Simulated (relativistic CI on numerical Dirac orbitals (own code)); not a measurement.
Radial parameters of Ti VIII

Computed by Dirac-Coulomb-Breit CI, KLI orbitals optimised for each configuration, QED by a radiative potential, unscaled Slater integrals (own radial code, finite nucleus).

Slater integrals F^k, G^k are unscaled and averaged over j, outside the closed core [Ne]; ζ comes from projecting the Hamiltonian with its Breit term on Σ l·s of the shell.

- 3s²3p³: F^2(3p,3p) = 106770, ζ(3p) = 4491.4 cm⁻¹; <r>(3p) = 0.9431, <r^2>(3p) = 1.026 (bohr units).
- 3s3p⁴: F^2(3p,3p) = 106650, G^1(3s,3p) = 141490, ζ(3p) = 4483.6 cm⁻¹; <r>(3s) = 0.9195, <r^2>(3s) = 0.9629, <r>(3p) = 0.944, <r^2>(3p) = 1.028 (bohr units).
- 3s²3p²3d: F^2(3p,3p) = 106700, ζ(3p) = 4508.7, F^2(3p,3d) = 103350, G^1(3p,3d) = 124010, G^3(3p,3d) = 78439, ζ(3d) = 231.55 cm⁻¹; <r>(3p) = 0.9436, <r^2>(3p) = 1.027, <r>(3d) = 0.9498, <r^2>(3d) = 1.062 (bohr units).

Averages of the first 10 configurations, taken without configuration mixing, which lowers the lowest level and can move excited configurations by several eV; other configurations of the list can lie among them:

```tsv
Configuration	Parity	States	Average energy above the lowest level (eV)
3s²3p³	odd	20	8.0
3s3p⁴	even	30	36.5
3s²3p²3d	even	150	47.8
3p⁵	odd	6	69.8
3s3p³3d	odd	400	74.2
3p⁴3d	even	150	105.3
3s3p²3d²	even	1350	113.3
3s²3p²4s	even	30	87.9
3s²3p²4p	odd	90	97.1
3s²3p3d4p	even	360	137.5
```
